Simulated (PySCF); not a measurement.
## Correlation energy of P²⁺ (phosphorus, charge +2)

[Ne] 3s2 3p1, 2P determinant. All numbers are calculated (PySCF 2.14, no relativity, point nucleus, in dyall-av2z). Frozen: [Ne]; 3 electrons correlated; the 16 highest virtual orbitals of each spin left out.

```tsv
level	correlation energy (mhartree)
CCSD	-59.17
(T)	-0.66
CCSD(T)	-59.83
CCSDT	-60.11
FCI	-60.11
```

Diagnostics: T1 = 0.010, D1 = 0.0243, largest double amplitude 0.110, weight of the Hartree-Fock determinant in FCI 0.9481 (11774 determinants).

Cost of the coupled-cluster step: roughly 0.4 core-seconds, for 3 correlated electrons.

Iterations:

```
CC2 = 0
CCSD nocc = (np.int64(2), np.int64(1)), nmo = (29, 29)
frozen orbitals [[0, 1, 2, 3, 4, 34, 35, 36, 37, 38, 39, 40, 41, 42, 43, 44, 45, 46, 47, 48, 49], [0, 1, 2, 3, 4, 34, 35, 36, 37, 38, 39, 40, 41, 42, 43, 44, 45, 46, 47, 48, 49]]
max_cycle = 100
direct = 0
conv_tol = 1e-08
conv_tol_normt = 1e-06
diis_space = 8
diis_start_cycle = 0
Init t2, MP2 energy = -0.0398024403050158
Init E_corr(UCCSD) = -0.0398024403057302
cycle = 1  E_corr(UCCSD) = -0.0519965456781663  dE = -0.0121941054  norm(t1,t2) = 0.0523219
cycle = 2  E_corr(UCCSD) = -0.0562556760292546  dE = -0.00425913035  norm(t1,t2) = 0.0218333
cycle = 3  E_corr(UCCSD) = -0.0591832020860028  dE = -0.00292752606  norm(t1,t2) = 0.0098627
cycle = 4  E_corr(UCCSD) = -0.0591584830590719  dE = 2.47190269e-05  norm(t1,t2) = 0.0011454
cycle = 5  E_corr(UCCSD) = -0.0591782263744463  dE = -1.97433154e-05  norm(t1,t2) = 0.000119888
cycle = 6  E_corr(UCCSD) = -0.0591718874639203  dE = 6.33891053e-06  norm(t1,t2) = 2.08348e-05
cycle = 7  E_corr(UCCSD) = -0.0591746830903369  dE = -2.79562642e-06  norm(t1,t2) = 7.30722e-06
cycle = 8  E_corr(UCCSD) = -0.0591740557113762  dE = 6.27378961e-07  norm(t1,t2) = 1.86571e-06
cycle = 9  E_corr(UCCSD) = -0.0591740964313805  dE = -4.07200043e-08  norm(t1,t2) = 1.9433e-07
cycle = 10  E_corr(UCCSD) = -0.0591740990578866  dE = -2.62650605e-09  norm(t1,t2) = 2.91939e-08
UCCSD converged
E(UCCSD) = -339.6995679935257  E_corr = -0.05917409905788657
UCCSD(T) correction = -0.000658594612850288
```
